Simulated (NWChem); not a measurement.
CH₃Cd, doublet; SMILES [CH3][Cd]

In the optimisation the excess spin sits in a1 (C3v, its own frame). This spin state was assumed; another may lie lower. def2 effective core potentials on Cd; no spin-orbit coupling.

Q: Give the equilibrium geometry at PBE0/def2-SVP with def2 effective core potentials on Cd, spin-unrestricted (NWChem) as a Z-matrix, with the point group.

A: point group C3v; any orientation.
```
C
H 1 1.0987
H 1 1.0987 2 111.11
H 1 1.0987 2 111.11 3 124.24
Cd 1 2.2392 2 107.78 3 -117.88
```
